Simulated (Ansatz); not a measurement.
C4H9NSi, SMILES [SiH2](CCC#C)N.

Coordinates come from a B3LYP-D3(BJ)/def2-SVP optimisation. The structure was generated by enumeration, and PubChem lists no compound with its InChIKey, so it may never have been made. Other conformers were not sampled.

Two levels are set side by side: PBE/def2-SVPD (Ansatz, an electronic-structure program) and ωB97X-V/def2-SVPD (Ansatz). Energy differences of separate SCF runs at the same geometry; the states with an electron removed or added have multiplicity 2 and 2. Differences are taken from unrounded values.

| quantity | ωB97X-V | PBE | PBE minus ωB97X-V |
|---|---|---|---|
| vertical ionisation energy (eV) | 9.55 | 8.53 | -1.02 |
| vertical singlet–triplet gap (eV) | 5.81 | 5.37 | -0.43 |
